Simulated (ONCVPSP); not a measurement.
Cutoff test, Cl (Z = 17), ONCV

chlorine, optimised norm-conserving Vanderbilt (ONCV), made with ONCVPSP 4.0.1 (PBE, scalar-relativistic). Core [Ne], reference 3s2 3p3.5 (charge +1.5). Waves: 3s: rc 1.20 bohr, ncon 4, nbas 8, qcut 6.1 1/bohr, local; 3p: rc 1.20 bohr, ncon 5, nbas 9, qcut 6.6 1/bohr, 1 projector. Local part: the s channel. Core correction: Teter function, fcfact 2.5, rcfact 1.25.

For each optimised wave give the share of its norm inside rc, the residual kinetic energy above qcut (Ha) and the cutoffs (Ha) for errors of 10, 1, 0.1 and 0.01 mHa per electron.

```json
{"wave": "3s", "norm inside rc": "0.332", "residual KE": "2.4e-04", "10 mHa": "12.0", "1 mHa": "16.1", "0.1 mHa": "24.8", "0.01 mHa": "68.3"}
{"wave": "3p", "norm inside rc": "0.253", "residual KE": "8.7e-04", "10 mHa": "5.6", "1 mHa": "15.4", "0.1 mHa": "160.5", "0.01 mHa": "187.0"}
```

The occupied waves need 16 Ha and 160 Ha for 1 and 0.1 mHa.
